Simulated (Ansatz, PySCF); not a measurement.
Si(Cl)(F)2(SiH3) (ClF2H3Si2), SMILES Cl[Si](F)(F)[SiH3].

Geometry optimised at PBE-D3(BJ)/def2-SVP.

Vertical ionisation energy (IE) and electron affinity (EA) in eV. Rows of orbital energies are one-electron estimates. Where ΔSCF, EOM or ADC give a negative EA the extra electron is unbound and the value depends on the basis.

| level | IE | EA |
|---|---|---|
| −ε(HOMO), −ε(LUMO), ωB97X/def2-TZVP (PySCF) | 11.44 | -1.51 |
| −ε(HOMO), −ε(LUMO), PBE/def2-TZVP (PySCF) | 7.85 | 1.45 |
| ΔSCF, CAM-B3LYP/def2-SVPD (Ansatz), final states of multiplicity 2 and 2 | 11.45 | -1.09 |
| ΔSCF, PBE/def2-SVPD (Ansatz), final states of multiplicity 2 and 2 | 10.87 | -0.76 |

**Question.** What vertical singlet–triplet gap does ΔSCF give with CAM-B3LYP/def2-SVPD (Ansatz, a first-principles code) and with PBE/def2-SVPD (Ansatz)? (An estimate is asked for; the answer gives what the named calculation found.)

**Answer.** 6.69 and 6.09 eV (triplet above singlet where positive).
